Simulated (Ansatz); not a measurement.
Gas-phase electronic energies from Ansatz, PBE0-D4/def2-TZVP geometries. CCSD(T)/CBS adds triple-zeta CCSD(T) − MP2 to the extrapolated MP2 energy (def2 sets, frozen cores). DFT in def2-TZVPP. HSE06 is defined as in plane-wave codes. def2 core potentials past Kr. For In, Se outer-core shells are correlated without core-valence functions, which leaves a few kJ/mol of doubt a bond. Scalar relativity is left out up to krypton.

Reaction (ligand exchange at the In–C bond): `C=[C]([SiH3])[InH2]` + `C[SeH]` → `C[Se][InH2]` + `C=C[SiH3]`

| level | ΔE (kcal/mol) | difference from CCSD(T)/CBS |
| --- | --- | --- |
| LDA (SPW92) | -30.1 | -0.5 |
| B97M-V | -29.7 | -0.1 |
| r2SCAN0-D4 | -31.0 | -1.4 |
| HSE06-D4 | -30.3 | -0.7 |
| CAM-B3LYP-D4 | -29.6 | 0.0 |
| ωB97X-V | -29.1 | 0.5 |
| r2SCAN | -30.9 | -1.3 |
| PBE0 | -30.7 | -1.1 |
| CAM-B3LYP | -30.1 | -0.5 |
| MP2/def2-SVP | -28.9 | 0.7 |
| CCSD/def2-SVP | -29.1 | 0.5 |
| MP2/def2-TZVPP | -28.1 | 1.5 |
| SCS-MP2/def2-TZVPP | -28.0 | 1.6 |
| CCSD(T)/def2-TZVPP | -28.1 | 1.5 |
| HF/CBS(def2) | -31.8 | -2.2 |
| CCSD/CBS(def2) | -30.0 | -0.4 |
| CCSD(T)/CBS | -29.6 | 0 |

Question: What do rigid-rotor, harmonic-oscillator terms from PBE0-D4/def2-TZVP frequencies (298.15 K, 1 bar) make of the CCSD(T)/CBS value? (An estimate is asked.)

Answer: Computed: ΔZPE = +2.4 kcal/mol, ΔH = -27.4 kcal/mol, ΔS = 4 J/(mol·K), ΔG = -27.7 kcal/mol.

Largest T1 diagnostic among the species: 0.014.

Leaving LDA and LC-ωPBE aside and taking each functional with its dispersion term where it has one, the values spread over 1.9 kcal/mol, from r2SCAN0-D4 to ωB97X-V. At CCSD(T), def2-SVP lies +0.9 kcal/mol from the extrapolated value and def2-TZVPP +1.5 kcal/mol. The D4 term adds +0.8 kcal/mol with B3LYP and +0.5 kcal/mol with PBE0; it sums over pairs of atoms, weighted by their polarisabilities, and B3LYP, whose exchange is more repulsive, gets the larger term.

B3LYP here is the variant with VWN-RPA as its local correlation; programs differ in this.
